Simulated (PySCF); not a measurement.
## Ru(2+) (ruthenium, charge +2) across methods

[Kr] 4d5 5s1, high-spin 7S determinant (an excited configuration). All numbers are calculated (PySCF 2.14, scalar relativity by spin-free X2C-1e, in x2c-TZVPPall). The B2PLYP total includes its PT2 part (frozen core); its orbital energies are those of the SCF part.

```json
{"method": "LC-wPBE", "E (hartree)": "-4528.88", "mean ε 4p β (eV)": "-73.463", "mean ε 4d α (eV)": "-34.106", "mean ε 5s α (eV)": "-24.514", "Σ⟨r²⟩ (bohr²)": "35.01", "⟨S²⟩": "12.001"}
{"method": "BP86", "E (hartree)": "-4529.82", "mean ε 4p β (eV)": "-68.461", "mean ε 4d α (eV)": "-29.375", "mean ε 5s α (eV)": "-21.730", "Σ⟨r²⟩ (bohr²)": "35.11", "⟨S²⟩": "12.000"}
{"method": "UHF", "E (hartree)": "-4527.11371", "mean ε 4p β (eV)": "-76.995", "mean ε 4d α (eV)": "-36.501", "mean ε 5s α (eV)": "-24.083", "Σ⟨r²⟩ (bohr²)": "35.16", "⟨S²⟩": "12.001"}
{"method": "LDA", "E (hartree)": "-4524.22", "mean ε 4p β (eV)": "-68.561", "mean ε 4d α (eV)": "-29.393", "mean ε 5s α (eV)": "-21.884", "Σ⟨r²⟩ (bohr²)": "35.15", "⟨S²⟩": "12.000"}
{"method": "PBE", "E (hartree)": "-4528.89", "mean ε 4p β (eV)": "-68.199", "mean ε 4d α (eV)": "-29.325", "mean ε 5s α (eV)": "-21.539", "Σ⟨r²⟩ (bohr²)": "35.12", "⟨S²⟩": "12.000"}
{"method": "PBEsol", "E (hartree)": "-4526.50", "mean ε 4p β (eV)": "-68.255", "mean ε 4d α (eV)": "-29.325", "mean ε 5s α (eV)": "-21.611", "Σ⟨r²⟩ (bohr²)": "35.12", "⟨S²⟩": "12.000"}
{"method": "r2SCAN", "E (hartree)": "-4529.31", "mean ε 4p β (eV)": "-69.002", "mean ε 4d α (eV)": "-29.929", "mean ε 5s α (eV)": "-21.775", "Σ⟨r²⟩ (bohr²)": "35.05", "⟨S²⟩": "12.001"}
{"method": "PBE0", "E (hartree)": "-4528.98", "mean ε 4p β (eV)": "-70.794", "mean ε 4d α (eV)": "-31.338", "mean ε 5s α (eV)": "-22.277", "Σ⟨r²⟩ (bohr²)": "35.05", "⟨S²⟩": "12.000"}
```

**Question.** Estimate the same row for B2PLYP.

**Answer.** E (hartree) = -4528.76; mean ε 4p β (eV) = -73.208; mean ε 4d α (eV) = -33.051; mean ε 5s α (eV) = -22.867; Σ⟨r²⟩ (bohr²) = 35.10; ⟨S²⟩ = 12.000.
